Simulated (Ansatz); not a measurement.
`Br[SiH]1BC1` and `[SeH][SiH]1BC1` differ in one atom or group.

Ansatz, PBE0-D4/def2-TZVP geometries, multiplicity 1. Each molecule was computed in one conformer, which needn't be the lowest.

Scalar relativity is left out up to krypton.

```
                                      property  `Br[SiH]1BC1`
zero-point energy (PBE0-D4/def2-TZVP) / kJ/mol          125.0
            HOMO energy (PBE0/def2-TZVPP) / eV          -7.15
         HOMO energy (ωB97M-V/def2-TZVPP) / eV          -9.21
size of the dipole moment (PBE/def2-TZVPP) / D           1.34
           HOMO–LUMO gap (PBE/def2-TZVPP) / eV           3.66
         LUMO energy (ωB97M-V/def2-TZVPP) / eV           0.41
```

Task: Give the same properties after the change, and the shifts. (Best estimate.)

Result: Computed: 
```tsv
property	`[SeH][SiH]1BC1`	shift
zero-point energy (PBE0-D4/def2-TZVP) / kJ/mol	144.2	19.2
HOMO energy (PBE0/def2-TZVPP) / eV	-6.76	0.39
HOMO energy (ωB97M-V/def2-TZVPP) / eV	-8.79	0.42
size of the dipole moment (PBE/def2-TZVPP) / D	1.64	0.30
HOMO–LUMO gap (PBE/def2-TZVPP) / eV	3.54	-0.12
LUMO energy (ωB97M-V/def2-TZVPP) / eV	0.58	0.17
```

With PBE0 the HOMO rises by 0.39 eV and the LUMO rises by 0.21 eV, so the gap narrows by about 0.18 eV. PBE moves the HOMO by 0.35 eV and ωB97M-V by 0.42 eV. The zero-point energy changes by 19.2 kJ/mol with +3 modes. Dipoles are sizes alone; their direction can turn.

Spin–orbit coupling is left out; it splits and shifts lone-pair levels of the heavy atoms by tenths of an eV.
